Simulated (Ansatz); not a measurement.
Isomers of Pb2S3 (singlet), relaxed with r2SCAN-D4/def2-SVP; total energies from Ansatz at RPA@PBE/def2-TZVP.

```json
{"isomer": "A", "description": "point group C2v; 6 × Pb–S 2.58 to 2.78 Å; 1 × S–S 2.16 Å", "energy (Eh)": "-1578.18655"}
{"isomer": "B", "description": "point group C2v; 4 × Pb–S 2.54 to 2.57 Å; 1 × S–S 2.07 Å", "energy (Eh)": "-1578.16970"}
{"isomer": "C", "description": "point group C2v; 5 × Pb–S 2.32 to 2.59 Å", "energy (Eh)": "-1578.12902"}
```

In the def2 sets Pb takes a core potential; there is no spin–orbit coupling. Correlated methods freeze 23 core orbitals; core or outer-core shells of Pb are correlated, in sets that lack core-valence functions.

The isomers come from a short search, and lower ones may exist.

Work out the relative energies (1 Eh = 2625.5 kJ/mol) and the Boltzmann populations at 500 K from electronic energies alone (R = 8.314 J/mol/K).

ΔE: A 0.0, B 44.2, C 151.0 kJ/mol. RT = 4.16 kJ/mol. Factors exp(−ΔE/RT): A 1, B 2.43e-05, C 1.72e-16; sum 1.000. Populations: A 100.0 %, B 0.0 %, C 0.0 %. Zero-point energy, vibrational entropy and symmetry numbers are left out and can shift these; an error of 4 kJ/mol changes a ratio by a factor of 2.6. Over the other density-functional and correlated levels in def2 sets, the gap between A and B ranges from 20 to 40 kJ/mol.
